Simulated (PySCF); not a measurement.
Compound: C5H7NS.
Geometry (GFN2-xTB, Å), atoms numbered from 1 in this order:
```
atom  x, y, z in Å
C1     2.5489    0.3761   -0.3617
S2     1.5458    0.5874    1.1368
C3    -0.0468    0.1361    0.5449
C4    -1.2101    0.1323    1.3490
C5    -2.2441   -0.2694    0.5518
N6    -1.7584   -0.5069   -0.6929
C7    -0.4169   -0.2640   -0.7138
H8     2.5049   -0.6590   -0.6878
H9     3.5658    0.6366   -0.0861
H10    2.1901    1.0444   -1.1391
H11   -1.2540    0.3966    2.3853
H12   -3.2823   -0.4013    0.7836
H13   -2.2991   -0.8156   -1.4828
H14    0.1557   -0.3937   -1.6093
```

NICS = −σ at a ghost point: NICS(0) at the centroid of the ring atoms, NICS(1) 1 Å to either side along the normal of their mean plane, zz for the tensor component along that normal. Level: GIAO PBE0/pcSseg-1 (PySCF, non-relativistic, gas phase) on the GFN2-xTB geometry, one conformer.

Ring bond lengths (Å), with Mayer bond orders in brackets: C3–C4 1.414 (1.33), C4–C5 1.366 (1.52), C5–N6 1.357 (1.16), N6–C7 1.363 (1.13), C7–C3 1.372 (1.45).

Task: Give the NICS values of each ring in ppm.

Result: 
| ring | type | NICS(0) | NICS(1), two faces | NICS(1)zz, two faces | rms pucker (Å) | centre to ring atoms, mean (Å) |
| --- | --- | --- | --- | --- | --- | --- |
| C3–C4–C5–N6–C7 | 5-membered ring with N; formal bonds all aromatic | -13.8 | -10.7 / -10.7 | -28.6 / -28.6 | 0.00 | 1.17 |

Task: What can be read from them?

Result: 
- C3–C4–C5–N6–C7: mean NICS(1)zz -28.6 ppm, shielded. The ring is flat and has no four-coordinate atom; by the NICS criterion it is aromatic.

Task: And the bond-length index? HOMA = 1 − mean of α(R − Ropt)² over the ring bonds, with Krygowski's 1993 parameters (CC: Ropt 1.388 Å, α 257.7 Å⁻²; CN: Ropt 1.334 Å, α 93.52 Å⁻²).

Result: 
- C3–C4–C5–N6–C7: HOMA 0.90; the largest term is that of C3–C4, α(R − Ropt)² = 0.18. The geometric and the magnetic index point the same way.

Task: What field does 7.05 T along the ring normal induce along that normal at the first NICS(1) probe listed for ring C3–C4–C5–N6–C7, 1 Å off the ring?

Result: NICSzz × B0 = -28.6 ppm × 7.05 T = -202 μT, against the applied field.

Task: List the ring angles and the Hirshfeld charges of the ring atoms.

Result: 
- C3–C4–C5–N6–C7: C3 107.4° (-0.065 e), C4 107.0° (-0.109 e), C5 108.4° (-0.033 e), N6 109.6° (-0.068 e), C7 107.7° (-0.055 e); sum 540.0° against 540° for a flat convex ring.

Task: How shielded are the nuclei of the rings and their hydrogens (means over atoms taken as equivalent)?

Result: 
```
atoms                          environment  σ isotropic (ppm)  principal values of the symmetric part, first atom (ppm)
   C3          substituted aromatic carbon               59.6                                         -4.8, 44.0, 139.6
   C4                   aromatic CH carbon               75.0                                         -1.8, 68.6, 158.2
   C5  aromatic CH next to a ring nitrogen               65.6                                         -7.5, 62.8, 141.6
   N6                pyrrole-type nitrogen              100.5                                        10.8, 107.5, 183.4
   C7  aromatic CH next to a ring nitrogen               75.4                                          8.9, 73.1, 144.2
  H11                    aromatic hydrogen              25.42                                          22.1, 26.0, 28.2
  H12                    aromatic hydrogen              25.02                                          21.7, 25.4, 27.9
  H13                         N–H hydrogen              24.16                                          18.0, 23.6, 30.8
  H14                    aromatic hydrogen              25.65                                          21.0, 26.6, 29.4
```

On one thread of an Arm Neoverse V1, shared host, this took 23 s wall (grids of density and orbitals included) and 0.73 GiB of memory at its peak. This is the whole shielding run at PBE0/pcSseg-1, SCF included.
